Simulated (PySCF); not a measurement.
FH7Si3, SMILES [SiH]([SiH3])([SiH3])F.

The structure is a stationary point at PBE0-D3(BJ)/def2-SVP. The structure was generated by enumeration, and PubChem lists no compound with its InChIKey, so it may never have been made.

Computed with PBE/def2-TZVP (PySCF).

Symmetry labels are those of the subgroup Cs that the program uses (full group Cs).

Computed valence orbital energies around the gap with their symmetry:
```
orbital  symmetry  energy (eV)
-------  --------  -----------
HOMO−7         A"       -10.27
HOMO−6         A'       -10.11
HOMO−5         A'        -8.87
HOMO−4         A'        -8.77
HOMO−3         A"        -8.65
HOMO−2         A"        -8.62
HOMO−1         A'        -7.59
HOMO           A"        -6.83
LUMO           A'        -1.89
LUMO+1         A'        -1.11
LUMO+2         A"        -0.54
LUMO+3         A'        -0.48
```
